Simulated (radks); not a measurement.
Values are calculated unless marked as measured or tabulated.
Sb9+, configuration [Ar] 3d10 4s2 4p(1/2: 1, 3/2: 4) 4d(3/2: 4, 5/2: 3) (not the ground configuration).

Level of theory: Dirac Kohn-Sham, relativistic LDA (MacDonald-Vosko exchange, VWN5 correlation), spin-unpolarised, spherical densities, finite nucleus; Fermi nuclear charge, rms radius 4.6802 fm (a radial shooting solver on a logarithmic mesh with Libxc functionals).

Energy parts (eV):
| part | energy |
|---|---|
| total | -175270.258 |
| kinetic | 184442.445 |
| electron-nucleus | -418796.560 |
| Hartree | 63169.525 |
| exchange-correlation | -4085.668 |

Orbitals (lengths in bohr, moments of r in powers of bohr; <r^-3> diverges for s and p1/2; r(90%) holds 90 % of the orbital's charge):
| orbital | occ. | eigenvalue (eV) | r(90%) | <1/r> | <r^4> | <r^-3> |
|---|---|---|---|---|---|---|
| 1s1/2 | 2 | -30274.52 | 0.0513 | 54.11 | 3.169e-06 | - |
| 2s1/2 | 2 | -4752.127 | 0.190 | 12.59 | 0.0005445 | - |
| 2p1/2 | 2 | -4463.095 | 0.170 | 12.58 | 0.0003487 | - |
| 2p3/2 | 4 | -4213.542 | 0.177 | 11.68 | 0.0004121 | 4569 |
| 3s1/2 | 2 | -1061.178 | 0.487 | 4.469 | 0.02392 | - |
| 3p1/2 | 2 | -941.9996 | 0.483 | 4.384 | 0.02294 | - |
| 3p3/2 | 4 | -895.7491 | 0.499 | 4.163 | 0.02612 | 863.7 |
| 3d3/2 | 4 | -683.6329 | 0.477 | 4.018 | 0.02170 | 137.2 |
| 3d5/2 | 6 | -673.9500 | 0.482 | 3.961 | 0.02260 | 127.7 |
| 4s1/2 | 2 | -299.2263 | 1.10 | 1.831 | 0.6405 | - |
| 4p1/2 | 1 | -257.4047 | 1.16 | 1.735 | 0.7708 | - |
| 4p3/2 | 4 | -247.8531 | 1.19 | 1.667 | 0.8648 | 179.3 |
| 4d3/2 | 4 | -179.1509 | 1.34 | 1.468 | 1.361 | 23.34 |
| 4d5/2 | 3 | -177.5267 | 1.35 | 1.452 | 1.406 | 21.65 |

The highest occupied level is 4d5/2 at -177.53 eV. Summed over all electrons, <r^2> = 13.91 bohr^2, which gives a Langevin (diamagnetic) susceptibility term of -11 x 10^-6 cm^3/mol.
